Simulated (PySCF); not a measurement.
Sn(OH)4 (H₄O₄Sn), SMILES [Sn]([OH])([OH])([OH])[OH].

The structure is a stationary point at PBE0-D3(BJ)/def2-SVP. The structure was generated by enumeration; whether it is a known compound was not checked. The def2 effective core potentials stand for the cores of Sn; spin–orbit coupling is left out. The values are those of a single conformer.

All values below come from PBE/def2-TZVP (PySCF).

Computed frontier levels, gap, dipole moment and polarisability:
```
Property                                                                                                        Value
---------------------------------------------------------------------------------------------  ----------------------
highest occupied level                                                                                       -7.37 eV
lowest empty level                                                                                           -2.81 eV
orbital gap                                                                                                   4.56 eV
dipole moment                                                                                                  0.00 D
quadrupole, principal values (traceless, Buckingham form, about the centre of nuclear charge)   -3.06, 1.53, 1.53 D·Å
mean static polarisability                                                                       52.3 bohr³ (7.76 Å³)
polarisability, principal values                                                               49.3, 53.8, 53.8 bohr³
```
